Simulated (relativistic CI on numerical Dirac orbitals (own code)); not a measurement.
Electric-dipole lines of Ce⁸⁺

Calculated at this level of theory: Dirac-Coulomb-Breit CI, separate exchange-only KLI orbitals for each configuration, QED by a radiative potential, unscaled Slater integrals (own radial code, finite nucleus).

Configuration list (outside the closed core [Kr] 4d10): 5s2 5p2, 5s2 5p 4f, 5s 5p3, 5s2 5p 5d, 5p4, 5s 5p 4f2, 5s 5p2 4f, 5s2 4f 5d, 5s 5p2 5d, 5p3 4f, 5s2 5p 5f, 5s2 4f 6s, 5s2 4f2, 5s 4f3, 5s 4f2 5d, 5p2 4f2, 5p 4f3, 5p 4f2 5d, 5p 4f2 5f, 5s2 5d2, 5s 4f 5d2, 5s 5d3. Double excitations out of closed p, d and f shells are left out; levels of such configurations are missing from the list, as are those of other unlisted configurations, and high levels can miss mixing partners.

| λ vac (Å) | Lower | Upper | A (s⁻¹) | log gf | S velocity/length |
| --- | --- | --- | --- | --- | --- |
| 329.53 | 5s2 5p2 3P_0 [1] | 5s2 5p 5d 3D°_1 [104] | 3.16e+10 | 0.19 | 0.89 |
| 333.91 | 5s2 5p2 3P_2 [3] | 5s2 5p 5d 1F°_3 [153] | 2.38e+10 | 0.45 | 0.86 |
| 349.74 | 5s2 5p2 3P_1 [2] | 5s 5p2 4f 3F°_2 [111] | 1.33e+10 | 0.09 | 0.90 |
| 350.77 | 5s2 5p2 1D_2 [4] | 5s 5p2 4f 1D°_2 [183] | 1.77e+10 | 0.21 | 0.83 |
| 351.82 | 5s2 5p2 3P_2 [3] | 5s 5p2 4f 3F°_3 [117] | 1.59e+10 | 0.32 | 0.91 |
| 359.41 | 5s2 5p2 3P_1 [2] | 5s2 5p 5d 3P°_2 [101] | 1.72e+10 | 0.22 | 0.86 |
| 364.26 | 5s2 5p2 1D_2 [4] | 5s 5p2 4f 1F°_3 [161] | 1.88e+10 | 0.42 | 0.90 |
| 400.55 | 5s2 5p 4f 3G_3 [5] | 5s 5p2 4f 1G°_4 [157] | 1.19e+10 | 0.41 | 0.78 |
| 415.32 | 5s2 5p 4f 3F_4 [9] | 5s 5p2 4f 3G°_5 [148] | 1.15e+10 | 0.52 | 0.79 |
| 428.31 | 5s2 5p2 3P_2 [3] | 5s 5p3 3S°_1 [67] | 2.42e+10 | 0.30 | 0.85 |
| 443.70 | 5s2 5p 4f 3G_5 [12] | 5s 5p2 4f 3F°_4 [179] | 1.33e+10 | 0.55 | 0.66 |
| 444.94 | 5s2 5p 4f 3D_3 [13] | 5s 5p2 4f 3F°_4 [179] | 1.04e+10 | 0.44 | 0.85 |
| 465.92 | 5s2 5p 4f 3F_4 [9] | 5s 5p2 4f 3D°_3 [102] | 1.66e+10 | 0.58 | 0.66 |
| 466.49 | 5s2 5p 4f 3G_3 [10] | 5s 5p2 4f 3G°_3 [138] | 1.06e+10 | 0.38 | 0.67 |
| 468.31 | 5s2 5p 4f 3G_3 [5] | 5s 5p2 4f 3F°_2 [90] | 1.28e+10 | 0.32 | 0.65 |
| 468.80 | 5s2 5p 4f 3G_3 [5] | 5s 5p2 4f 3G°_3 [89] | 8.06e+09 | 0.27 | 0.66 |
| 472.55 | 5s2 5p 4f 3G_5 [12] | 5s 5p2 4f 3G°_5 [148] | 1.66e+10 | 0.79 | 0.87 |
| 473.88 | 5s2 5p 4f 3F_4 [11] | 5s 5p2 4f 3G°_4 [137] | 9.82e+09 | 0.47 | 0.76 |
| 479.91 | 5s2 5p 4f 3F_2 [8] | 5s 5p2 4f 3G°_3 [89] | 1.04e+10 | 0.40 | 0.73 |
| 484.59 | 5s2 5p 4f 1G_4 [16] | 5s 5p2 4f 1G°_4 [157] | 1.16e+10 | 0.56 | 0.87 |

Terms are leading LS components. Brackets give the number of a level in order of energy, since labels repeat. The list gives strong lines, with weight on those to low levels, among the lowest 200 of 2737 levels, so that lines to higher ones, which can be the strongest, are missing. Levels whose partners in the same complex of configurations lie outside the list can be far off, and so can their lines. Rates are taken at the computed energies, electric ones in the length gauge. A velocity-to-length ratio far from 1 marks an uncertain rate.

At this charge configurations can still be misplaced by up to about 7 % of their energy. Levels and lines within the n = 5 or 6 shells can be off by up to 10 % or somewhat more, and those that change n by about 2 %, since core polarisation is missing. Levels that differ in their count of f electrons can be misplaced by several ten thousand cm⁻¹, since the correlation energy of f electrons is missing or only estimated; rates across such gaps can be off by orders of magnitude.

LS names give the leading component of a level, which can be under half, so a name can repeat, a term be missing and a line seem to break the LS rules.
